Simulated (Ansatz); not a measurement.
Geometry optimisation, Ansatz 0.2.0, DFT PBE, scalar-relativistic, plane waves, PAW.

Input:

```yaml
crystal:
  lattice:
    - [0.0, 5.43, 5.43]
    - [5.43, 0.0, 5.43]
    - [5.43, 5.43, 0.0]
  atoms:
    - { symbol: Si, position: [0.0, 0.0, 0.0] }
    - { symbol: Si, position: [0.125, 0.125, 0.125] }
    - { symbol: Si, position: [0.0, 0.0, 0.5] }
    - { symbol: Si, position: [0.125, 0.125, 0.625] }
    - { symbol: Si, position: [0.0, 0.5, 0.0] }
    - { symbol: Si, position: [0.125, 0.625, 0.125] }
    - { symbol: Si, position: [0.0, 0.5, 0.5] }
    - { symbol: Si, position: [0.125, 0.625, 0.625] }
    - { symbol: Si, position: [0.5, 0.0, 0.0] }
    - { symbol: Si, position: [0.625, 0.125, 0.125] }
    - { symbol: Si, position: [0.5, 0.0, 0.5] }
    - { symbol: Si, position: [0.625, 0.125, 0.625] }
    - { symbol: Si, position: [0.5, 0.5, 0.0] }
    - { symbol: Si, position: [0.625, 0.625, 0.125] }
    - { symbol: Si, position: [0.5, 0.5, 0.5] }
    - { symbol: Si, position: [0.625, 0.625, 0.625] }
    - { symbol: Si, position: [0.0559187, 0.3101026, 0.819154] }
basis:
  ecutwfc: 420.0
kpoints:
  mp_grid: { grid: [2, 2, 2] }
hamiltonian:
  xc: pbe
  pseudopotentials: { kind: paw, azcp: { folder: soft_1 } }
scf:
  occupations: { method: fermi_dirac, width: 0.02 }
  lower_state_search: "off"
relax:
  f_tol: 0.08
  max_steps: 25
  adjacent_minimum: "off"
```

Command:

```bash
$ ansatz run input.yaml --threads 1 --pin off --max-ram 3072MiB --backend cpu --events-out ev --progress --plain --runs-dir out
```

**Question.** Where does it end, and by what steps?

**Answer.** The forces met the threshold. The threshold is loose, so the end isn't yet a minimum. The force dipped under the threshold on the way, but the program's further checks kept it going. Limits of this set-up: coarse k mesh, a small cell, in which the defect meets its images. After 5 steps the energy has fallen by 0.977 eV; Si12 moved furthest, 0.47 Å.

| step | energy less start (eV) | largest force component (eV/Å) | accepted |
| --- | --- | --- | --- |
| 0 | 0.0000 | 2.457 | yes |
| 1 | -0.7130 | 1.080 | yes |
| 2 | -0.9609 | 0.133 | yes |
| 3 | -0.9694 | 0.083 | yes |
| 4 | -0.9736 | 0.041 | yes |
| 5 | -0.9771 | 0.062 | yes |

```xyz
17
Lattice="0.0000 5.4300 5.4300 5.4300 0.0000 5.4300 5.4300 5.4300 0.0000" Properties=species:S:1:pos:R:3
Si -0.078 0.083 -0.076
Si 1.460 1.493 1.250
Si 2.955 2.476 -0.242
Si 3.939 3.973 1.248
Si 2.789 0.085 2.791
Si 3.895 1.536 4.249
Si 5.348 2.642 2.793
Si 6.893 3.971 4.205
Si 0.073 2.754 2.641
Si 1.292 4.138 4.066
Si 2.676 5.358 2.640
Si 4.342 6.517 3.802
Si 2.526 2.905 5.619
Si 4.078 4.139 6.852
Si 5.504 5.357 5.468
Si 6.721 6.783 6.852
Si 6.019 4.840 2.128
```

The run took 31 s on 1 thread of Arm Neoverse V1, with other jobs on the host, peak memory 0.5 GiB.
